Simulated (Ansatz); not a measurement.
`[F][SnH2][SH]` + `[AsH3]` → `[F][SnH2][AsH2]` + H₂S at 500 K and 1 bar (ligand exchange at the Sn–S bond).

Program: Ansatz. Geometries: PBE0-D4/def2-TZVP. ΔE: electronic, gas phase. CCSD(T)/CBS adds triple-zeta CCSD(T) − MP2 to the extrapolated MP2 energy (def2 sets, frozen cores). This one scheme is used for every species. Elements past krypton have def2 core potentials. For As, Sn outer-core shells are correlated without core-valence functions, which leaves a few kJ/mol of doubt a bond. Scalar relativity is left out up to krypton. Each species was taken in one conformer, which may not be the lowest.

```tsv
species	CCSD(T)/CBS energy (Eh)	H − E (kJ/mol)	S (J/(mol·K))
`[F][SnH2][SH]`	-713.44162	100.7	369.2
`[AsH3]`	-2236.79077	76.6	245.1
`[F][SnH2][AsH2]`	-2551.25762	121.4	400.8
H₂S	-398.97279	57.0	224.0
```

H − E and S are ideal-gas, rigid-rotor, harmonic terms from PBE0-D4/def2-TZVP, for one conformer and one mirror image of each species. 1 Eh = 2625.50 kJ/mol, R = 8.31446 J/(mol·K).

Q: By hand: ΔE, ΔH, ΔS and ΔG.

A: ΔE = (-2551.25762) + (-398.97279) − (-713.44162) − (-2236.79077) = 0.00198 Eh = 5.2 kJ/mol. Δ(H − E) = 121.4 + 57.0 − 100.7 − 76.6 = 1.1, so ΔH = 6.3 kJ/mol. ΔS = 400.8 + 224.0 − 369.2 − 245.1 = 10.5 J/(mol·K). ΔG = 6.3 − 500 × (10.5)/1000 = 1.0 kJ/mol.

Q: By hand: the equilibrium constant, and the temperature at which ΔG would vanish if ΔH and ΔS stayed fixed.

A: log₁₀ K = −ΔG/(RT ln 10) = -0.1. ΔG = 0 at ΔH/ΔS = 600 K, though so small a ΔH makes that figure unsure.

TΔS isn't small against ΔH here. The sign of ΔG lies within the doubt. A doubt of 5 kJ/mol in ΔE shifts log₁₀ K by 0.5 here. Other conformers and mirror images would add mixing entropy, several J/(mol·K) or more a flexible species. These are equilibria of isolated gas molecules and say nothing of rates. Largest T1 diagnostic: 0.013 (customary marks: 0.02 for closed shells, 0.045 for open ones).
